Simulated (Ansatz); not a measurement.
Two members of one family (InSb nanocrystals, H-capped) that differ in charge, which shifts all levels, computed with Ansatz in the gas phase; def2 core potentials for In, Sb, no spin–orbit coupling. The two geometries come from different levels. The structures are stationary points that may keep the symmetry of their start.

First: In9Sb9H24, cut from wurtzite (singlet, charge 0, PBE-D4/def2-SVP geometry).

```xyz
42

In   -1.180   -4.902   -2.909
Sb   -0.213   -5.277   -0.140
Sb   -0.987   -2.039   -2.606
In   -2.882   -0.930   -0.792
In    0.535   -3.275    1.789
Sb   -1.713   -1.516    1.778
Sb   -2.726    1.911   -0.911
In   -4.778    3.267    0.597
In   -1.218    0.708    3.497
Sb   -3.561    2.337    3.125
In    1.683   -1.067   -2.413
Sb    2.364   -1.640    0.331
Sb    1.641    1.780   -2.462
In   -0.135    3.060   -0.641
In    3.186    0.573    1.934
Sb    0.743    2.047    1.912
In    4.255    2.993   -2.609
Sb    4.855    2.078    0.135
H    -2.842   -5.397   -2.845
H     0.126   -5.485   -3.892
H    -1.285   -6.304    0.730
H     1.103   -6.384   -0.114
H    -1.502   -1.374   -4.111
H    -4.494   -1.587   -0.912
H     1.062   -3.894    3.329
H    -2.919   -2.408    2.621
H    -3.082    2.219   -2.569
H    -6.271    2.385    0.499
H    -4.487    4.978    0.593
H    -0.809    0.363    5.155
H    -4.748    1.578    4.113
H    -3.312    3.664    4.191
H     2.820   -1.809   -3.509
H     3.781   -2.613    0.240
H     0.890    2.100   -3.979
H    -0.093    4.805   -0.671
H     3.896    0.221    3.485
H     1.115    3.449    2.841
H     5.301    2.036   -3.611
H     4.120    4.717   -2.458
H     6.356    1.236    0.168
H     5.407    3.396    1.095
```

```tsv
level	HOMO (eV)	LUMO (eV)	gap (eV)
PBE-D4/def2-SVP	-5.64	-2.74	2.90
PBE-D4/def2-TZVP	-5.70	-2.84	2.86
PBE0-D4/def2-SVP	-6.49	-2.12	4.37
PBE0-D4/def2-TZVP	-6.52	-2.19	4.33
```

Second: In9Sb10H26⁺, cut from wurtzite (singlet, charge 1, r2SCAN-D4/def2-SVP geometry).

Cartesian coordinates in Å:
```
Sb 0.7275 4.7166 0.9684
In 0.1007 5.6655 -1.7859
Sb 1.5895 1.2550 4.2206
In 0.5186 -0.8219 5.9956
In 1.0440 1.9550 1.5096
Sb -1.3676 0.7117 0.6856
Sb 0.0802 2.9536 -2.8139
In -2.1562 1.3959 -2.0090
Sb -0.5583 -2.5520 3.8836
In -1.2370 -2.0809 1.1543
Sb -3.7128 -3.1387 0.2770
Sb -2.2627 -1.1925 -3.1790
In -4.6391 -2.7200 -2.5241
Sb 2.9948 0.7751 -0.1289
In 2.6114 1.6851 -2.8161
In 3.2104 -1.8990 0.9663
Sb 0.9032 -2.9251 -0.4545
Sb 2.0584 -0.7987 -4.1408
In 0.1301 -2.7045 -3.2025
H -0.3605 5.2456 2.1630
H 2.1137 5.4185 1.6607
H -1.5213 6.1927 -1.6284
H 1.5742 6.4033 -2.2578
H 1.4466 2.7396 5.0445
H 3.2890 1.2099 4.2424
H -0.8872 -0.0872 6.6404
H 1.8901 -1.6495 6.5947
H -2.5563 1.2883 1.7615
H -0.1897 3.1412 -4.4873
H -3.6589 2.2453 -2.0206
H -1.9538 -3.2997 4.5123
H 0.3660 -3.9761 3.7794
H -4.8166 -2.6378 1.4691
H -3.6452 -4.7666 0.7631
H -2.4384 -0.8356 -4.8372
H -5.9411 -1.6256 -2.3164
H -4.4692 -4.2862 -3.1991
H 4.3743 1.6311 0.3881
H 3.9626 2.5350 -3.4606
H 2.5542 -1.6700 2.5670
H 4.6539 -2.6725 0.4669
H 0.8505 -4.6025 -0.1611
H 1.6508 -0.4261 -5.7498
H 3.5207 -1.5943 -4.4876
H 0.1564 -4.2009 -4.0534
```

Question: Estimate how these quantities change from the first to the second (second minus first).

Answer: 
```
            level  Δ HOMO (eV)  Δ LUMO (eV)  Δ gap (eV)
  PBE-D4/def2-SVP        -2.35        -2.56       -0.21
 PBE-D4/def2-TZVP        -2.33        -2.53       -0.21
 PBE0-D4/def2-SVP        -2.34        -2.56       -0.22
PBE0-D4/def2-TZVP        -2.32        -2.54       -0.21
```
